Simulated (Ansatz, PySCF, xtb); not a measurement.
Lewis adduct: GaH3 (SMILES [GaH3]) (first 4 atoms) with PH3 (SMILES P); geometry from B3LYP-D3(BJ)/def2-TZVP, rigid monomers moved along the line of their centres of mass till Ga1···P5 is 2.31 Å.
(charge 0, multiplicity 1):
```xyz
8

Ga    -0.461     0.489     0.710
H     -1.539     1.497     1.266
H     -0.951    -0.799    -0.056
H      1.004     1.012     0.455
P     -0.016    -0.554     2.726
H      0.936    -1.591     2.770
H      0.473     0.212     3.802
H     -1.059    -1.212     3.408
```

Counterpoise-corrected where a basis set is named; no monomer relaxation. Rows marked so take none.

Rows in LANL2DZ carry no dispersion term and start afresh at each structure. LANL2DZ brings its own core potentials from Na on.

The values were computed with Ansatz (an electronic-structure program) with Gaussian orbitals; PySCF for LANL2DZ rows; xtb for the GFN methods. Values without a source in brackets are computed.

One of these levels gives -114.1 meV for the interaction energy. Which one is it?
A) HF/def2-SVPD
B) GFN2-xTB
C) B3LYP/LANL2DZ (no counterpoise)
D) GFN1-xTB

A, HF/def2-SVPD. The others give -964.8 (GFN1-xTB), -837.2 (GFN2-xTB), -330.3 (B3LYP/LANL2DZ (no counterpoise))
